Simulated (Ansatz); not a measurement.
Molecule: borinic acid, sum formula H3BO, net charge 0, singlet state. SMILES: BO
Geometry from a B3LYP-D3(BJ)/def2-TZVP (Ansatz, a program for electronic structure) optimisation:
```xyz
5

B     -0.7100     0.0755    -0.0345
O      0.6342     0.0146     0.0881
H     -1.3022    -0.7421    -0.6782
H     -1.2599     0.9729     0.5246
H      1.0388    -0.7247    -0.3785
```
Charge 0, spin multiplicity 1.

Computed values are from Ansatz. Correlated levels leave the core frozen unless marked. Open shells are spin-unrestricted. No spin-orbit coupling. Non-relativistic. CBS(X,Y): correlation extrapolated as X^-3; Hartree-Fock from the larger set.

```json
{
 "atomisation energy De": "1818.4 kJ/mol at CCSD(T)/CBS(aug-cc-pVTZ,aug-cc-pVQZ)",
 "vertical ionisation energy (to the doublet)": "12.16 eV at CCSD(T)/CBS(def2-TZVPPD,def2-QZVPPD)",
 "vertical_triplet_singlet_gap": "6.30 eV at CCSD(T)/CBS(def2-TZVPPD,def2-QZVPPD)",
 "total_energy": "-101.7984 Eh at CCSD(T)/CBS(aug-cc-pVTZ,aug-cc-pVQZ)",
 "dipole_moment": "1.53 D at CCSD(T)/aug-cc-pVDZ",
 "T1 diagnostic": "0.013 at CCSD/aug-cc-pVQZ"
}
```
